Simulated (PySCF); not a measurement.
**Potential energy of EuCl along the bond**

Set-up: PySCF, spin-free X2C with a Gaussian nucleus, basis sets Eu x2c-TZVPall, Cl x2c-TZVPall. Energies in eV from Eu (4f7 6s2) + Cl in their ground configurations at the same level. State: nonet, about 7.0 electrons in the 4f shell (Mulliken).

| R (Å) | B2PLYP |
| --- | --- |
| 2.198 | -3.309 |
| 2.300 | -3.834 |
| 2.403 | -4.124 |
| 2.479 | -4.230 |
| 2.556 | -4.264 |
| 2.633 | -4.245 |
| 2.735 | -4.159 |
| 2.863 | -3.988 |
| 3.016 | -3.730 |
| 3.221 | -3.353 |

Put a parabola through the three lowest points of the B2PLYP curve and estimate Re, k and ωe (reduced mass 28.46 u; 1 eV/Å² = 0.16022 mdyn/Å; ωe = 1302.8·√(k/μ) cm⁻¹).

Through R = 2.479, 2.556, 2.633 Å the second-order coefficient is 4.47 eV/Å², so Re ≈ 2.567 Å, k ≈ 1.43 mdyn/Å and ωe ≈ 292 cm⁻¹. A polynomial fit of higher order to the unrounded B2PLYP energies gives Re = 2.563 Å, k = 1.42 mdyn/Å, ωe = 291 cm⁻¹; anharmonicity and rounding make the difference.

The higher-order fit for each curve: B2PLYP: Re = 2.563 Å, ωe = 291 cm⁻¹, De = 4.26 eV.

Correlated steps freeze 23 core orbitals. These are scalar-relativistic numbers at best; spin–orbit coupling would shift them, the dissociation energy most. B2PLYP dipoles, levels and charges come from its SCF part alone. With d or f electrons several states lie close, and the lowest PBE0 determinant need not be the measured ground state.
